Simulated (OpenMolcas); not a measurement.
Computed levels of Co V

```yaml
Program: OpenMolcas 26.06
Method: "XMS-CASPT2, IPEA 0.25 Eh, imaginary shift 0.1 Eh (closed shells correlated: 3s 3p)"
Basis: ANO-RCC-VQZP [7s6p4d3f2g1h]
Scalar_Hamiltonian: DKH2, point nucleus
Active_space: 5 electrons in 10 orbitals (3d 4d)
State_averaging: 2S+1 = 6 even, 1 root; 2S+1 = 4 even, 24 roots; 2S+1 = 2 even, 53 roots
Spin-orbit_coupling: state interaction with AMFI integrals over the reference wave functions, term energies averaged over their components
```

With spin-orbit coupling, above the lowest level:

| Configuration | Term | J | E (cm-1) | Measured (cm-1) | g | Term weight % | Second |
| --- | --- | --- | --- | --- | --- | --- | --- |
| 3d5 | 6S | 5/2 | 0.0 | 0.0 | 2.002 | 100 |  |
| 3d5 | 4G | 5/2 | 38570 |  | 0.572 | 100 |  |
| 3d5 | 4G | 7/2 | 38640 |  | 0.985 | 100 |  |
| 3d5 | 4G | 9/2 | 38680 |  | 1.172 | 100 |  |
| 3d5 | 4G | 11/2 | 38690 | 37218 | 1.273 | 100 |  |
| 3d5 | 4P | 5/2 | 42610 | 40753 | 1.583 | 92 | 7 4D |
| 3d5 | 4P | 3/2 | 42720 | 40891 | 1.703 | 94 | 6 4D |
| 3d5 | 4P | 1/2 | 42860 | 41024 | 2.616 | 98 | 2 4D |
| 3d5 | 4D | 7/2 | 46310 | 44709 | 1.429 | 100 |  |
| 3d5 | 4D | 1/2 | 46410 | 44908 | 0.052 | 98 | 2 4P |
| 3d5 | 4D | 3/2 | 46550 |  | 1.231 | 94 | 6 4P |
| 3d5 | 4D | 5/2 | 46600 |  | 1.387 | 93 | 7 4P |
| 3d5 | 2I | 11/2 | 56390 |  | 0.925 | 99 |  |
| 3d5 | 2I | 13/2 | 56530 |  | 1.077 | 100 |  |
| 3d5 | 2D | 5/2 | 59680 | 57083 | 1.112 | 72 | 25 2F(1) |
| 3d5 | 2D | 3/2 | 60380 | 57823 | 0.771 | 92 | 7 4F |
| 3d5 | 2F(1) | 7/2 | 62220 | 59455 | 1.145 | 93 | 4 4F |
| 3d5 | 4F | 5/2 | 62980 |  | 0.983 | 64 | 31 2F(1) |
| 3d5 | 4F | 9/2 | 63130 | 60830 | 1.328 | 97 | 3 2G |
| 3d5 | 4F | 7/2 | 63210 | 60974 | 1.233 | 94 | 5 2F(1) |
| 3d5 | 4F | 3/2 | 63400 |  | 0.429 | 92 | 7 2D |
| 3d5 | 2F(1) | 5/2 | 63680 |  | 0.993 | 43 | 34 4F |
| 3d5 | 2H | 9/2 | 67400 | 64742 | 0.960 | 76 | 23 2G |
| 3d5 | 2H | 11/2 | 68040 | 65284 | 1.090 | 99 |  |
| 3d5 | 2G | 7/2 | 68760 | 66229 | 0.892 | 99 |  |
| 3d5 | 2G | 9/2 | 69330 | 66760 | 1.066 | 74 | 24 2H |
| 3d5 | 2F(2) | 5/2 | 73100 |  | 0.858 | 99 |  |
| 3d5 | 2F(2) | 7/2 | 73240 |  | 1.144 | 98 |  |

Against the 15 measured excited levels shown (Sugar and Corliss, J. Phys. Chem. Ref. Data 10, 1097 (1981)) the mean absolute deviation is 2200 cm-1; the largest miss in energy is 3d5 2F 7/2(1): computed 62220, measured 59455 cm-1 (+4.7 %).

Spin-orbit coupling puts the lowest level 49.8 cm-1 below the lowest spin-free term.

CASPT2 does not keep the components of a term degenerate, so their means are used; among the terms shown or strongly mixed into the levels shown the widest spread is 700 cm-1 (3d5 4F). Some levels mix across a computed gap that differs much from the measured one, so their mixing is not that of the real levels. Active for correlation alone: 4d; no level in the range computed is led by a configuration that fills it, so any true level of that kind is missing. Computed and measured levels are paired by configuration, term and J; levels that our copy of the source lacks, or whose pairing is in doubt (as where it misses far off the trend of its configuration), stay unpaired and out of the deviations. Levels of configurations outside the active space are missing. The first state left out of the spin-orbit step lies near 98000 cm-1 above the lowest spin-free state of the reference (among the parities and spins computed), and the list stops at four fifths of that energy or lower.

The term weight is that of the spin-free term in the level, not the purity of its configuration. A number in round brackets counts repeated terms of one configuration in the order of the reference energies.
